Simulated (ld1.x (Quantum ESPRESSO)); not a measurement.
**Varying the TM potential for gold**

Base potential:

- Element: Au (Z = 79)
- Generator: ld1.x (Quantum ESPRESSO) 7.5
- Type: norm-conserving Troullier–Martins (Kleinman–Bylander form)
- Functional: PBE
- Relativity: scalar-relativistic
- Frozen core: [Kr] 4d10 4f14 5s2
- Valence charge: 17
- Reference configuration: 5p6 5d10 6s1 6p0
- Partial waves: 6s (bound): rc 2.10 bohr; 5p (bound): rc 1.75 bohr; 5d (bound): rc 1.95 bohr
- Local potential: all-electron potential smoothed inside 2.00 bohr (lloc = -1)
- Core correction: none

All-electron outer shells of the reference configuration (PBE, scalar-relativistic, ld1.x):

```json
{"shell": "5s", "level (eV)": "-108.37", "outermost node (bohr)": "0.48", "outermost maximum (bohr)": "0.84"}
{"shell": "4f", "level (eV)": "-81.12", "outermost node (bohr)": "–", "outermost maximum (bohr)": "0.37"}
{"shell": "5p", "level (eV)": "-59.78", "outermost node (bohr)": "0.52", "outermost maximum (bohr)": "0.96"}
{"shell": "5d", "level (eV)": "-6.88", "outermost node (bohr)": "0.56", "outermost maximum (bohr)": "1.21"}
{"shell": "6s", "level (eV)": "-5.76", "outermost node (bohr)": "1.11", "outermost maximum (bohr)": "2.32"}
{"shell": "6p", "level (eV)": "-0.77", "outermost node (bohr)": "1.32", "outermost maximum (bohr)": "3.64"}
```

Cutoffs, loose and tight: the cutoffs (Ry, on a coarse ladder) from which the occupation-weighted sum of valence levels, in a spherical-Bessel basis at the reference potential, stays within 10 and 1 mRy of its value at 400 Ry. They do not see the model core or the augmentation charge, which bear on the density cutoff. Test errors are all-electron minus pseudo excitation energies from the reference, over the configurations 5p6 5d10 6s0 6p0; 5p6 5d9 6s0 6p0; 5p6 5d8 6s0 6p0; 5p6 5d9 6s1 6p1; 5p6 5d7 6s0 6p0; 5p6 5d10 6s0 6p1; 5p5 5d10 6s1 6p0. A dash means not determined; rows that change the core or the reference have their own tests. The largest error is taken over the tests solved by every variant that gives reliable tests at all: 5p6 5d10 6s0 6p0; 5p6 5d10 6s0 6p1; 5p6 5d7 6s0 6p0; 5p6 5d8 6s0 6p0; 5p6 5d9 6s0 6p0.

A true bound ghost makes a file unfit for plane-wave use even where its test errors are small: the radial tests pick states by their node count and pass the ghost by. Where a test does run into it, the solver fails or the error is huge.

| change | outcome | cutoff, loose | cutoff, tight | bound ghosts | largest test error (meV) |
| --- | --- | --- | --- | --- | --- |
| base | generated | 50 Ry | 70 Ry | s | -36 |
| wave 6s (bound): rc 2.10 bohr becomes 6s (bound): rc 1.48 bohr | generated | 100 Ry | 120 Ry | s | -56 |
| wave 6s (bound): rc 2.10 bohr becomes 6s (bound): rc 2.30 bohr | generated | 50 Ry | 70 Ry | s | -37 |
| wave 6s (bound): rc 2.10 bohr becomes 6s (bound): rc 2.46 bohr | generated | 50 Ry | 70 Ry | s | -44 |
| wave 6s (bound): rc 2.10 bohr becomes 6s (bound): rc 2.88 bohr | generated | 50 Ry | 70 Ry | s | -140 |

What comes out with this change to the base: wave 6s (bound): rc 2.10 bohr becomes 6s (bound): rc 1.74 bohr?

outcome: generated; cutoff, loose: 50 Ry; cutoff, tight: 70 Ry; bound ghosts: s; largest test error (meV): -65.

What comes out with this change to the base: wave 6s (bound): rc 2.10 bohr becomes 6s (bound): rc 3.08 bohr?

outcome: generated; cutoff, loose: 50 Ry; cutoff, tight: 70 Ry; bound ghosts: s; largest test error (meV): -234.

Reading the sweep of the s radius (base included, trends over the rows without a ghost): Bound ghosts are found at 1.48, 1.74, 2.1, 2.3, 2.46, 2.88, 3.08 bohr. Every judged row has one, so this setting neither creates nor removes them.
